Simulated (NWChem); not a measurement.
System meant: WO2Cl2; SMILES [O]=[W](=[O])([Cl])[Cl]

NWChem input:

```
start job
memory heap 200 mb stack 900 mb global 1100 mb
geometry units angstroms noautoz
  W      0.000000     0.000000     0.164348
  O      0.000000    -1.351013     1.182191
  O      0.000000     1.351013     1.182191
  Cl     1.914414     0.000000    -1.055065
  Cl    -1.914414     0.000000    -1.055065
end
basis spherical
  * library def2-svp
end
dft
  xc b3lyp
  iterations 150
  mulliken
end
task dft energy
```

End of the output:

```
          Convergence Information
          -----------------------
          Convergence aids based upon iterative change in
          total energy or number of iterations.
          Levelshifting, if invoked, occurs when the
          HOMO/LUMO gap drops below (HL_TOL):  1.00D-02
          DIIS, if invoked, will attempt to extrapolate
          using up to (NFOCK): 10 stored Fock matrices.

                    Damping( 0%)  Levelshifting(0.5)       DIIS
                  --------------- ------------------- ---------------
          dE  on:    start            ASAP                start
          dE off:    2 iters        150 iters           150 iters

      Screening Tolerance Information
      -------------------------------
          Density screening/tol_rho:  1.00D-10
          AO Gaussian exp screening on grid/accAOfunc:  14
          CD Gaussian exp screening on grid/accCDfunc:  20
          XC Gaussian exp screening on grid/accXCfunc:  20
          Schwarz screening/accCoul:  1.00D-08

      Superposition of Atomic Density Guess
      -------------------------------------

      charge =      74.0 W (Tungsten)

      symmetry species            s     p     d     f
      number of basis functions = 7     6     5     1
      number of cont. functions = 6     3     2     1
      number of closed shells   = 6     4     2     1
      number of open shells     = 0     0     1     0
      open shell occupation     = 0     0     4     0
 ------------------------------------------------------------------------
 atomscf:atomd: error in atom scf                   0
 ------------------------------------------------------------------------
 ------------------------------------------------------------------------
  current input line :
    18: task dft energy
 ------------------------------------------------------------------------
 ------------------------------------------------------------------------
 This error has not yet been assigned to a category
 ------------------------------------------------------------------------
 For more information see the NWChem manual at https://nwchemgit.github.io

0:atomscf:atomd: error in atom scf:Received an Error in Communication
```

Question: What is wrong, and how is it mended?

Answer: The program stopped with an error. Cause: the def2 basis of a heavy element holds valence functions alone and wants its effective core potential (without it all electrons must fit into that basis). This input runs:
```
start job
memory heap 200 mb stack 900 mb global 1100 mb
geometry units angstroms noautoz
  W      0.000000     0.000000     0.164348
  O      0.000000    -1.351013     1.182191
  O      0.000000     1.351013     1.182191
  Cl     1.914414     0.000000    -1.055065
  Cl    -1.914414     0.000000    -1.055065
end
basis spherical
  W library def2-svp
  O library def2-svp
  Cl library def2-svp
end
ecp
  W library def2-ecp
end
dft
  xc b3lyp
  iterations 150
  mulliken
end
task dft energy
```
It converges to -1137.79520 Ha (B3LYP/def2-SVP with def2 effective core potentials on W).
